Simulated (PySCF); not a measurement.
SMILES O[SiH2]B(O)O (PBE0/def2-SVP optimised geometry):

```
10

O      1.920    -1.500     0.000
Si     0.246    -1.500     0.000
B     -0.321     0.458     0.000
O     -1.571     0.998     0.008
O      0.741     1.311    -0.010
H      2.278    -0.605    -0.008
H     -0.274    -2.239     1.196
H     -0.277    -2.237    -1.196
H     -2.278     0.347     0.014
H      0.469     2.239    -0.009
```

Calculation: PBE0/def2-TZVP run with PySCF 2.14.0.

Problem. What are the frontier orbital energies and the dipole moment?

Solution. HOMO-2 -9.78 eV, HOMO-1 -8.41 eV, HOMO -8.07 eV, LUMO -0.14 eV, LUMO+1 -0.02 eV; dipole moment 2.70 D.

Meta-Löwdin charges at PBE0/def2-TZVP: O1 -0.75, Si2 0.69, B3 0.25, O4 -0.52, O5 -0.52, H6 0.36, H7 -0.11, H8 -0.11, H9 0.36, H10 0.35.
